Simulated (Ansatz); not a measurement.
Isomers of CH4GeO2, relaxed with PBE0-D4/def2-TZVP in Ansatz; electronic energies, one conformer each and not always the lowest. Functionals use def2-TZVPP; CBS adds triple-zeta CCSD(T) − MP2 to the MP2 limit of def2-TZVPP and def2-QZVPP.

Outer-core shells of Ge are correlated without core-valence functions. Scalar relativity is left out up to krypton. Spin–orbit coupling is left out.

(1) Order them by energy at frozen-core CCSD(T)/CBS, lowest first. (Estimate.)
A. `C1[O][GeH2][O]1`
B. `O=[C](O)[GeH3]`
C. `C[O][Ge][OH]`
D. `O=C[O][GeH3]`
E. `[OH][GeH]1[CH2][O]1`

(2) How do B3LYP-D4, ωB97M-V, B3LYP, HF/CBS(def2) place them (kJ/mol, against `C[O][Ge][OH]`)? (Estimate.)

Results:

(1) C (0.0 kJ/mol), D (75.0 kJ/mol), B (128.9 kJ/mol), A (133.2 kJ/mol), E (169.3 kJ/mol).

(2) Ansatz gave: 
```
               isomer  B3LYP-D4  ωB97M-V  B3LYP  HF/CBS(def2)
       `O=C[O][GeH3]`      75.5     70.8   74.6          41.1
`[OH][GeH]1[CH2][O]1`     193.3    181.7  191.7         193.4
    `C1[O][GeH2][O]1`     153.3    136.5  152.8         117.0
     `O=[C](O)[GeH3]`     128.8    123.9  127.0         112.1
```

B3LYP here is the variant with VWN-RPA as its local correlation; programs differ in this.
